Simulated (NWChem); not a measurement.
Molecule: C2H7NZr; SMILES [CH3][Zr]([CH3])=[NH]

All runs: NWChem. The geometry was optimised at PBE0/def2-SVP. No frequency run checked for a minimum. def2 effective core potentials on Zr; no spin-orbit coupling. B3LYP is NWChem's, with the RPA form of VWN correlation. Total energies compare along this basis series because the functional is fixed.

```
level             basis functions  energy (Ha)  highest occupied level (eV)  orbital gap (eV)  dipole (D)
----------------  ---------------  -----------  ---------------------------  ----------------  ----------
B3LYP/def2-SVP                108    -182.1193                        -6.20              3.96        3.71
B3LYP/def2-SVPD               150    -182.1302                        -6.38              4.00        3.91
B3LYP/def2-TZVP               175    -182.2903                        -6.34              3.96        3.91
B3LYP/def2-TZVPP              247    -182.2961                        -6.35              3.97        3.88
```
